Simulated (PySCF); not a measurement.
OSc, doublet, at a GFN2-xTB geometry (such geometries of metal compounds can be far from the true shape). Base run: DF-PBE/pcseg-1 (PySCF).

The PySCF input:
```python
from pyscf import gto, scf, dft

mol = gto.M(
    atom='''
Sc   -0.00000000   -0.00000000   -0.48243200
O     0.00000000    0.00000000    1.26638399
''',
    basis='pcseg-1',
    spin=1,
    verbose=4,
)

mf = dft.UKS(mol)
mf.xc = 'pbe'
mf = mf.density_fit(auxbasis='def2-universal-jkfit')
mf.kernel()
mf.analyze()
```

Variants of this job, named by their change:

```json
[
 {"change": "base", "basis functions": "45", "E (Eh)": "-835.54531", "HOMO (eV)": "-4.06", "dipole (D)": "4.19"},
 {"change": "basis = STO-3G", "basis functions": "23", "E (Eh)": "-826.78587", "HOMO (eV)": "-2.72", "dipole (D)": "3.24"},
 {"change": "basis = 6-31G", "basis functions": "36", "E (Eh)": "-835.57141", "HOMO (eV)": "-4.08", "dipole (D)": "3.51"},
 {"change": "basis = pc-1", "basis functions": "45", "E (Eh)": "-835.59798", "HOMO (eV)": "-4.07", "dipole (D)": "4.25"},
 {"change": "basis = 6-31G*", "basis functions": "48", "E (Eh)": "-835.58308", "HOMO (eV)": "-4.04", "dipole (D)": "3.28"},
 {"change": "basis = def2-SVPD", "basis functions": "57", "E (Eh)": "-835.49430", "HOMO (eV)": "-4.16", "dipole (D)": "4.05"},
 {"change": "basis = cc-pVDZ", "basis functions": "57", "E (Eh)": "-835.66340", "HOMO (eV)": "-4.11", "dipole (D)": "3.91"},
 {"change": "basis = pc-2", "basis functions": "86", "E (Eh)": "-835.69401", "HOMO (eV)": "-4.15", "dipole (D)": "4.16"},
 {"change": "basis = pcseg-2", "basis functions": "86", "E (Eh)": "-835.69092", "HOMO (eV)": "-4.14", "dipole (D)": "4.12"},
 {"change": "basis = def2-TZVPP", "basis functions": "95", "E (Eh)": "-835.67487", "HOMO (eV)": "-4.16", "dipole (D)": "4.06"},
 {"change": "basis = cc-pVTZ", "basis functions": "98", "E (Eh)": "-835.68575", "HOMO (eV)": "-4.14", "dipole (D)": "3.98"},
 {"change": "basis = aug-cc-pVTZ", "basis functions": "139", "E (Eh)": "-835.68715", "HOMO (eV)": "-4.16", "dipole (D)": "4.06"},
 {"change": "basis = def2-QZVP", "basis functions": "141", "E (Eh)": "-835.69541", "HOMO (eV)": "-4.15", "dipole (D)": "4.02"}
]
```

Totals compare only among sets that treat the same electrons; sets with core potentials leave the core out.

Open shells are given as the SCF converged; they aren't shown to be the lowest states, and a large step between rows can be another state.
